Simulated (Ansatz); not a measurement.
Ideal-gas functions of Cl₂H₂Se₂Ti (`[Cl][Ti]([Cl])([SeH])[SeH]`) at 400 K and 1 bar, from an Ansatz frequency run at PBE0-D4/def2-TZVP.

Molar mass 278.71 g/mol, point group C2 (symmetry number 2), electronic degeneracy 1, moments of inertia 576.66, 846.933, 945.666 u Å². Harmonic wavenumbers (cm⁻¹, unscaled): 76, 84, 91, 101, 102, 146, 225, 274, 345, 425, 430, 457, 524, 2418, 2418.

Use S(trans) = R[1.5 ln M + 2.5 ln T − 1.1517]; rotational temperatures θ = 24.2544 K / I; S(rot) = R[ln(√π/σ · √(T³/θAθBθC)) + 1.5]; for each mode x = 1.438777 ν̃/T, S = R[x/(eˣ − 1) − ln(1 − e⁻ˣ)] and H = RT x/(eˣ − 1); 1 cm⁻¹ = 0.0119627 kJ/mol; R = 8.31446 J/(mol·K).

Question: By hand: the entropy, in J/(mol·K).

Answer: Translation 185.2. Rotation: θ = 0.0421, 0.0286, 0.0256 K, giving 129.4. Vibration, mode by mode: 19.12, 18.30, 17.64, 16.78, 16.70, 13.76, 10.30, 8.76, 7.03, 5.55, 5.47, 5.06, 4.18, 0.01, 0.01, in all 148.7. Electronic 0.0. Sum 463.3 J/(mol·K).

Question: By hand: H − E and G − E in kJ/mol, counted from the electronic energy.

Answer: Zero-point energy ½ × 8116 × 0.0119627 = 48.5; thermal vibration 27.6; translation, rotation and pV give 4 RT = 13.3. H − E = 89.4 kJ/mol, and G − E = 89.4 − 400 × 463.3/1000 = -95.9 kJ/mol.

Vibration gives 32 % of the entropy, 102.3 J/(mol·K) of it from the modes under 150 cm⁻¹: soft modes count most, and the harmonic formula is weakest for them. The sum counts one conformer and one mirror image; others add a mixing term.
